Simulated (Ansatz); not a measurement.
Cost and result up the ladder for Li₅H₅ (10 atoms). Charge 0, multiplicity 1. Geometry: r2SCAN-D4/def2-TZVP.

```xyz
10

Li    0.520    3.415    0.036
Li   -1.158   -1.873   -0.746
Li    0.782   -0.023    0.647
Li    0.677   -3.030    0.938
Li   -0.752    1.552   -0.822
H     0.775    1.748    0.432
H    -0.799    3.311   -1.054
H    -0.635   -3.366   -0.117
H     1.348   -1.526    1.308
H    -0.757   -0.208   -0.620
```

Ansatz on 4 threads of Arm Neoverse V2 on a shared host. Times are rough, and most runs start from the orbitals of an earlier one. PBE0-D4/def2-TZVP serves as the yardstick here, not as an exact answer. Binding counts from free atoms at the same level (Li doublet, H doublet; other spins of the atoms weren't run), without zero-point energy or a counterpoise term.

Correlated methods freeze no core orbitals; core or outer-core shells of Li are correlated, in sets that lack core-valence functions. Another isomer (singlet) lies 0.46 eV lower at PBE0-D4/def2-TZVP; other spin states weren't run for this one.

Correlated methods converge slowly with the basis.

| level | functions | binding energy per atom (eV) | difference from PBE0-D4/def2-TZVP (eV) |
| --- | --- | --- | --- |
| CCSD(T)/def2-TZVPP | 165 | 1.97 | 0.07 |
| LDA (SPW92)/def2-TZVP | 100 | 2.09 | 0.19 |
| BHLYP-D4/def2-TZVP | 100 | 2.00 | 0.10 |
| PBE-D4/def2-TZVP (with forces) | 100 | 1.91 | 0.01 |
| r2SCAN-D4/def2-TZVP | 100 | 1.94 | 0.04 |
| PBE0-D4/def2-TZVP | 100 | 1.90 | 0.00 |

Task: Estimate how long each takes.

Result: LDA (SPW92)/def2-TZVP 0.4 s; PBE0-D4/def2-TZVP 0.5 s; BHLYP-D4/def2-TZVP 0.55 s; PBE-D4/def2-TZVP (with forces) 0.65 s; r2SCAN-D4/def2-TZVP 1.1 s; CCSD(T)/def2-TZVPP 11 s. On shared hardware such times vary by a factor of up to 3.
